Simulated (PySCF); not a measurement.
All values below come from TPSSh-D3(BJ)/def2-TZVP // TPSS-D3(BJ)/def2-SVP in PySCF. Isolated molecules, 0 K electronic values unless said otherwise. 

Reference species: [Pt(F)3] (neutral, multiplicity 2).

```yaml
spin population on the central atom (Mulliken): 0.68
coordination_number: 3
charge on the central atom (Mulliken): 1.02 e
highest_occupied_spin_orbital: -8.24 eV
```

Changed species: [Hf(F)3] (M = Hf, multiplicity 2; the reference has M = Pt, multiplicity 2).

### Question
Give the shifts of the spin population on the central atom (Mulliken), coordination number, charge on the central atom (Mulliken) and highest occupied spin orbital.

### Answer
the spin population on the central atom (Mulliken) rises by 0.36, to 1.04; the coordination number stays essentially unchanged; the charge on the central atom (Mulliken) increases by 0.26 e, to 1.28 e; the highest occupied spin orbital increases by 2.69 eV, to -5.55 eV.
